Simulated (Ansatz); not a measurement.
`N=CC[SiH3]` and `CC([SiH3])C=N` differ in one atom or group.

Ansatz, PBE0-D4/def2-TZVP geometries, multiplicity 1. Each molecule was computed in one conformer, which needn't be the lowest.

```
                                      property  `N=CC[SiH3]`
           HOMO energy (B3LYP/def2-TZVPP) / eV         -7.34
            HOMO energy (PBE0/def2-TZVPP) / eV         -7.58
size of the dipole moment (PBE/def2-TZVPP) / D          2.37
             HOMO energy (PBE/def2-TZVPP) / eV         -6.07
         LUMO energy (ωB97M-V/def2-TZVPP) / eV          1.84
           HOMO–LUMO gap (PBE/def2-TZVPP) / eV          4.70
```

**Question.** Give the same properties after the change, and the shifts. (An estimate is asked.)

**Answer.** Ansatz gave: 
| property | `CC([SiH3])C=N` | shift |
| --- | --- | --- |
| HOMO energy (B3LYP/def2-TZVPP) / eV | -7.24 | 0.10 |
| HOMO energy (PBE0/def2-TZVPP) / eV | -7.47 | 0.11 |
| size of the dipole moment (PBE/def2-TZVPP) / D | 2.47 | 0.10 |
| HOMO energy (PBE/def2-TZVPP) / eV | -5.99 | 0.08 |
| LUMO energy (ωB97M-V/def2-TZVPP) / eV | 1.74 | -0.10 |
| HOMO–LUMO gap (PBE/def2-TZVPP) / eV | 4.58 | -0.12 |

With PBE0 the HOMO rises by 0.11 eV and the LUMO falls by 0.05 eV, so the gap narrows by about 0.16 eV. PBE moves the HOMO by 0.08 eV and ωB97M-V by 0.13 eV. Dipoles are sizes alone; their direction can turn.

B3LYP here is the variant with VWN-RPA as its local correlation; programs differ in this.
